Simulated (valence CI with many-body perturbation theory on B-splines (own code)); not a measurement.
The numbers below are computed, except where a source is named.
**Hyperfine factors and g values of Nd21+**

Method: relativistic CI+MBPT: three valence electrons over a frozen Dirac-Fock core [Kr], radial functions for each j: 9 s, 9 p, 10 d, 8 f, 5 g, 3 h, 1 i, with the one-electron correlation potential Σ1 (screened to all orders), the two-electron term Σ2, the three-electron term Σ3, Breit, model QED; selected single and double excitations, second order for the rest (own B-spline code, finite nucleus).

No measured spectrum was set against this ion. As an estimate, terms of the open shell hold to 2 to 4 % of their energy, and close levels can change places. Only levels of the ground parity were solved; by the run's estimate the other parity begins above the list, which can be wrong where configurations are misplaced.

A/g_I is the dipole constant over the nuclear g factor μ/I (μ in nuclear magnetons, uniformly magnetised nucleus), B/Q the quadrupole constant per barn. Both hold the static response of the core; the bare values leave it out. Large factors of s and p1/2 electrons are usually good to 5 to 10 %; those of open d and f shells near neutrality can be off by tens of per cent, and small factors of p3/2, d and f electrons come from cancelling terms and can be off by a factor of two or in sign, in half-filled shells by more. B is blank for J = 1/2, where it vanishes, and for nearly pure S terms. Energies count from the lowest level.

Levels are named by their leading jj configuration (3d3/2^4 stands for four electrons in 3d with j = 3/2), which in mixed levels can hold well under half, so a name can repeat and another be missing. Letters in brackets count levels of one name in rising energy.

```
                    Level  E (cm⁻¹)      g  A/g_I (MHz)  A/g_I bare  B/Q (MHz/b)  B/Q bare
          (4d3/2^3) J=3/2       0.0  0.552        10200        9430        -4260     -4060
(4d3/2^2 4d5/2) J=5/2 [a]     27644  1.041         5490        5400        -2660     -2540
    (4d3/2^2 4d5/2) J=7/2     43806  1.140         5180        5220         -531      -522
    (4d3/2^2 4d5/2) J=3/2     45608  1.328         4100        4390        -2750     -2620
    (4d3/2^2 4d5/2) J=9/2     50218  1.129         5690        5710         3770      3560
    (4d3/2^2 4d5/2) J=1/2     53515  2.026        -5560       -4300                       
(4d3/2 4d5/2^2) J=7/2 [a]     78789  1.004         5380        5260         1930      1850
(4d3/2^2 4d5/2) J=5/2 [b]     81227  1.513         1510        2050         6080      5770
    (4d3/2 4d5/2^2) J=9/2     83197  1.117         4780        4800         3770      3570
(4d3/2 4d5/2^2) J=3/2 [a]     94427  1.165         4990        5060        -5990     -5690
    (4d3/2 4d5/2^2) J=1/2     99552  1.306        -1250        -922                       
   (4d3/2 4d5/2^2) J=11/2    104380  1.089         5260        5230        12900     12300
(4d3/2 4d5/2^2) J=5/2 [a]    112270  1.187         4070        4190         1720      1630
(4d3/2 4d5/2^2) J=5/2 [b]    119250  0.978         4820        4660         4900      4660
(4d3/2 4d5/2^2) J=7/2 [b]    124800  1.121         5250        5270         3030      2900
          (4d5/2^3) J=9/2    129630  1.103         4090        4100         2990      2850
          (4d5/2^3) J=3/2    139540  1.182         4840        4940         1870      1770
(4d3/2 4d5/2^2) J=3/2 [b]    177460  0.829         8030        7650         6690      6360
          (4d5/2^3) J=5/2    186750  1.159         3920        4000         3300      3140
```

Question: Take the isotope of mass number 143, with I = 7/2, μ = -1.065 μN and Q = -0.61 b. What is the hyperfine structure of (4d3/2^2 4d5/2) J=7/2?

Answer: From the table A = -1580 MHz, B = 324 MHz. Shifts from the centre of gravity in MHz: F = 0: 25100, F = 1: 23400, F = 2: 20200, F = 3: 15400, F = 4: 9030, F = 5: 1090, F = 6: -8350, F = 7: -19300.
